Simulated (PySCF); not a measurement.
Diatomic cations of Ga with group 14

PBE0 with double-zeta basis sets in PySCF, for the lowest determinant that a PBE0 search found; no spin–orbit coupling. De refers to high-spin ground-configuration atoms (the charge goes to the atom of lower measured ionisation energy or higher electron affinity, which is not always the lowest computed limit). A positive dipole points towards Ga; it is taken about the centre of mass and depends on that origin.

```csv
M,basis,charged atom,state (unpaired electrons),Re (Å),ωe (cm⁻¹),De (eV),μ (D)
C,cc-pVDZ-PP/cc-pVDZ,Ga+,"triplet (σ ↑, π ↑)",2.641,184,0.45,-0.51
Ge,pcseg-1,Ga+,"triplet (σ ↑, π ↑)",2.891,116,1.03,1.54
Sn,cc-pVDZ-PP,Ga+,"triplet (σ ↑, π ↑)",3.073,105,1.16,2.53
Pb,cc-pVDZ-PP,Ga+,"triplet (σ ↑, π ↑)",3.119,95.9,n/a,3.83
```

The shortest bond is that of GaC⁺ (2.641 Å), the longest that of GaPb⁺ (3.119 Å).

The rows differ in basis set, which adds steps of its own.

Down a group the atoms grow and get heavier, so bonds lengthen and wavenumbers fall; this series shows no clear exception.

Weak bonds: GaC⁺. Basis-set superposition, not corrected here, can be much of De in a small basis, most of all at correlated wavefunction levels. These are scalar-relativistic numbers at best; spin–orbit coupling would shift them, the dissociation energy most. For an ion De counts to the pair picked by the measured ionisation energies or electron affinities, which need not be the lowest pair at this level. States were picked by a PBE0 search and need not be the measured ground states.
